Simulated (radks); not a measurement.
The numbers below are computed, except where a source is named.
Problem. The mean radii <r> (bohr) of the occupied orbitals of an atom or ion are listed with their occupations. Code: a radial shooting solver on a logarithmic mesh with Libxc functionals. Model: scalar-relativistic Kohn-Sham, PBEsol, spin-polarised, spherical densities, finite nucleus; Fermi nuclear charge, rms radius of each element as measured or else 0.836 A^(1/3) + 0.57 fm.

| orbital | occ. | <r> |
|---|---|---|
| 1s up | 1 | 0.01897 |
| 1s down | 1 | 0.01896 |
| 2s up | 1 | 0.07832 |
| 2s down | 1 | 0.07842 |
| 2p up | 3 | 0.06937 |
| 2p down | 1 | 0.06949 |

Name the element and its charge. Open shells, if any, are filled with parallel spins first.

Solution. Z = 72, hafnium, charge +64: Hf64+ in [He] 2s2 2p4. The 1s radius gives Z: for a bare nucleus <r> = (2 gamma + 1)/(2Z) with gamma = sqrt(1 - (Z/c)^2), 0.01876 bohr for Z = 72, and screening makes it slightly larger (0.01897 here). The occupations add up to 8, and the charge is Z minus that.
